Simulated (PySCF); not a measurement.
## Calculated data, AlBH3O, Al2BH4O, AlB2FH3

Computed with PySCF 2.14.0. Calculation on a computer-drawn molecule: the log of a Hartree-Fock and frozen-core CCSD(T) single point meant for a local Hartree-Fock minimum, with one planted fault or none, to be diagnosed. Offsets are logged minus clean, where the clean run is the same molecule without the fault. The reference is restricted for singlets and unrestricted otherwise, and also for a bond in bohr or an excited solution. Adding or removing an electron swaps singlet and doublet. The excited solution moves the top pair (singlet) or top alpha electron (doublet) to the lowest empty orbital. Highest occupied and lowest empty are orbital energies over both spins, largest force is the largest gradient component, triples share is (T) over the correlation energy, the T1 limit is 0.02 restricted and 0.045 unrestricted, electrons count all cores, a negative frequency is imaginary (commonest isotopes), and the dipole is about the centre of nuclear charge.

Common to all runs: meant charge 0; meant multiplicity 2; meant basis cc-pV(D+d)Z; logged SCF converged yes; logged CC converged yes; logged SCF stable within its kind yes; possible faults no fault, one electron removed, one electron added, multiplicity raised by two, geometry at a saddle point, SCF held on an excited solution, minimal basis STO-3G, one bond length entered in bohr, all coordinates scaled.

```json
{"entry": 1, "formula": "AlBH3O", "logged_structure": {"atoms_angstrom": [["B", 0.7173, -2.9387, 0.9586], ["Al", -1.2907, -2.4936, 1.0004], ["O", -1.7154, -0.8677, 1.2113], ["H", 1.873, -3.2162, 0.9329], ["H", -2.4004, -3.6068, 0.844], ["H", -2.5762, -0.4871, 1.2547]]}, "given": {"logged_electrons": 28, "logged_basis_functions": 66, "logged_spin_squared": 0.0, "logged_highest_occupied [eV]": -17.087, "logged_lowest_empty [eV]": -6.4785, "logged_largest_force [hartree/bohr]": 0.072054, "logged_T1_diagnostic": 0.018655, "logged_D1_diagnostic": 0.056539, "logged_triples_share": 0.019936, "logged_dipole_magnitude [debye]": 6.6141, "logged_energy_HF [hartree]": -342.92058, "logged_energy_CCSD(T) [hartree]": -343.25702, "drawn_bonds_atom": [1, 2, 1, 2, 3], "drawn_bonds_other_atom": [2, 3, 4, 5, 6], "drawn_bonds_order": [1, 1, 1, 1, 1]}, "results": {"planted_fault": "one electron removed", "HF_energy_offset_from_clean_run [kcal/mol]": 167.6, "CCSD(T)_energy_offset_from_clean_run [kcal/mol]": 174.9}}
{"entry": 2, "formula": "AlBH3O", "logged_structure": {"atoms_angstrom": [["B", 0.7173, -2.9387, 0.9586], ["Al", -1.2907, -2.4936, 1.0004], ["O", -1.7154, -0.8677, 1.2113], ["H", 1.873, -3.2162, 0.9329], ["H", -2.4004, -3.6068, 0.844], ["H", -2.5762, -0.4871, 1.2547]]}, "given": {"logged_electrons": 29, "logged_basis_functions": 22, "logged_spin_squared": 0.7664, "logged_highest_occupied [eV]": -5.6104, "logged_lowest_empty [eV]": 7.3971, "logged_largest_force [hartree/bohr]": 0.07173, "logged_T1_diagnostic": 0.01825, "logged_D1_diagnostic": 0.065456, "logged_triples_share": 0.027001, "logged_dipole_magnitude [debye]": 1.1643, "logged_energy_HF [hartree]": -338.8714, "logged_energy_CCSD(T) [hartree]": -338.98653, "drawn_bonds_atom": [1, 2, 1, 2, 3], "drawn_bonds_other_atom": [2, 3, 4, 5, 6], "drawn_bonds_order": [1, 1, 1, 1, 1]}, "results": {"planted_fault": "minimal basis STO-3G", "HF_energy_offset_from_clean_run [kcal/mol]": 2709, "CCSD(T)_energy_offset_from_clean_run [kcal/mol]": 2855}}
{"entry": 3, "formula": "Al2BH4O", "logged_structure": {"atoms_angstrom": [["B", -3.1355, -0.4375, 0.9234], ["Al", -2.9907, 1.0407, -0.5085], ["O", -1.4801, 1.4551, -1.1311], ["Al", -0.0119, 1.9244, -1.7998], ["H", -3.2354, -1.2881, 1.7492], ["H", -4.2827, 1.7857, -1.0248], ["H", 0.8098, 3.0811, -1.1115], ["H", 0.5114, 1.1907, -3.0938]]}, "given": {"logged_electrons": 44, "logged_basis_functions": 94, "logged_spin_squared": 0.0, "logged_highest_occupied [eV]": -0.18178, "logged_lowest_empty [eV]": 4.9369, "logged_largest_force [hartree/bohr]": 0.039302, "logged_T1_diagnostic": 0.019432, "logged_D1_diagnostic": 0.052005, "logged_triples_share": 0.027812, "logged_dipole_magnitude [debye]": 8.3861, "logged_energy_HF [hartree]": -585.71509, "logged_energy_CCSD(T) [hartree]": -586.17562, "drawn_bonds_atom": [1, 2, 3, 1, 2, 4, 4], "drawn_bonds_other_atom": [2, 3, 4, 5, 6, 7, 8], "drawn_bonds_order": [1, 1, 1, 1, 1, 1, 1]}, "results": {"planted_fault": "one electron added", "HF_energy_offset_from_clean_run [kcal/mol]": 18.97, "CCSD(T)_energy_offset_from_clean_run [kcal/mol]": -6.826}}
{"entry": 4, "formula": "AlB2FH3", "logged_structure": {"atoms_angstrom": [["B", 2.1061, 0.4399, 0.0016], ["Al", 0.3337, -0.6079, -0.0008], ["B", -1.6324, 0.2757, 0.0002], ["F", 0.5035, -2.266, -0.0018], ["H", 3.1123, 1.0739, -0.0008], ["H", -2.636, -0.3849, -0.001], ["H", -1.7872, 1.4693, 0.0026]]}, "given": {"logged_electrons": 35, "logged_basis_functions": 80, "logged_spin_squared": 0.7588, "logged_highest_occupied [eV]": -8.3529, "logged_lowest_empty [eV]": 0.2466, "logged_largest_force [hartree/bohr]": 5.0832e-05, "logged_lowest_frequency [cm^-1]": -83.749, "logged_T1_diagnostic": 0.015827, "logged_D1_diagnostic": 0.056193, "logged_triples_share": 0.01976, "logged_dipole_magnitude [debye]": 2.1332, "logged_energy_HF [hartree]": -392.43675, "logged_energy_CCSD(T) [hartree]": -392.86994, "drawn_bonds_atom": [1, 2, 2, 1, 3, 3], "drawn_bonds_other_atom": [2, 3, 4, 5, 6, 7], "drawn_bonds_order": [1, 1, 1, 1, 1, 1]}, "results": {"planted_fault": "geometry at a saddle point", "HF_energy_offset_from_clean_run [kcal/mol]": 0.6448, "CCSD(T)_energy_offset_from_clean_run [kcal/mol]": 0.001493}}
```
